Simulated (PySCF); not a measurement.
CH4N, SMILES C[NH], multiplicity 2. Coordinates come from a B3LYP-D3(BJ)/def2-TZVP optimisation. The isomer is the one that the SMILES or the coordinates give; other isomers of the formula were not compared.

Computed equilibrium geometry at B3LYP-D3(BJ)/def2-TZVP (PySCF confirms it by a frequency run) as Cartesian coordinates in Å, and its point group:
point group Cs.
```xyz
6

C     -0.0123    -0.6266     0.0000
N      0.1530     0.8007     0.0000
H     -0.5836    -0.9660     0.8774
H      0.9570    -1.1256     0.0000
H     -0.5836    -0.9660    -0.8774
H     -0.7865     1.2129     0.0000
```
Charge 0, spin multiplicity 2.
